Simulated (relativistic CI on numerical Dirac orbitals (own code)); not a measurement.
## Hyperfine structure of Eu III, mass number 153

Calculated at this level of theory: Dirac-Coulomb-Breit CI, separate exchange-only KLI orbitals for each configuration, QED by a radiative potential, valence Slater integrals scaled by 0.85, P86 correlation energy added to each configuration (own radial code, finite nucleus).

Configurations in the expansion (outside the closed core [Xe]): 4f⁷, 4f⁶6s, 4f⁵6s², 4f⁶7s. The list is cut by size and lacks configurations that can hold low levels.

Nuclear spin I = 5/2, μ = 1.5294 μN, Q = 2.41 b (tables of Stone and Pyykkö). The electronic factors are computed for point nuclear moments, without core polarisation; leaving it out makes A of s and p electrons in near-neutral atoms 20 to 40 % too small, and it can dominate for d and f shells.

| Level | E (cm⁻¹) | A (MHz) | B (MHz) |
| --- | --- | --- | --- |
| 4f⁷ ⁶P°7/2 | 28112.3 | 94.31 | 785 |
| 4f⁷ ⁶P°5/2 | 28541.3 | 119.2 | 401 |
| 4f⁷ ⁶P°3/2 | 28961.1 | -206.2 | -227 |
| 4f⁷ ⁶I°7/2 | 30621.3 | 517.7 | 134 |
| 4f⁷ ⁶I°9/2 | 30891.0 | 400.2 | 196 |
| 4f⁷ ⁶I°17/2 | 30968.9 | 312 | -13.1 |
| 4f⁷ ⁶I°11/2 | 31111.2 | 344 | 217 |
| 4f⁷ ⁶I°15/2 | 31220.9 | 308.6 | 138 |

Levels with J = 0, under 50 % of one LS term, or S terms without an open s electron are left out. Small factors come from cancelling terms and can be off by tens of per cent or more.

Correlation outside the listed configurations is missing or only estimated: errors of thousands of cm⁻¹ between configurations and terms are usual at this charge. Rates and lifetimes follow the computed energies and can be off by large factors. The fine structure of a lone outer electron comes out too small, for d and f at times inverted, and misplaced configurations move strength between like terms. 17 of the 51 excited levels that our extract of the measured tables holds in this range could be paired (the sources list more); they are missed by 8852 cm⁻¹ on average and 11542 at most, and levels without a partner can miss by more. Some levels of the ground configuration have no partner and can miss by 10 % or more.

Problem. Give the hyperfine levels of 4f⁷ ⁶P°3/2 relative to its centre of gravity.

Solution. With K = F(F + 1) − I(I + 1) − J(J + 1), E = AK/2 + B[¾K(K + 1) − I(I + 1)J(J + 1)]/[2I(2I − 1)J(2J − 1)]: F = 1: 923.5, F = 2: 692.7, F = 3: 176.3, F = 4: -829.8 MHz.

LS names give the leading component of a level, which can be under half, so a name can repeat, a term be missing and a line seem to break the LS rules.
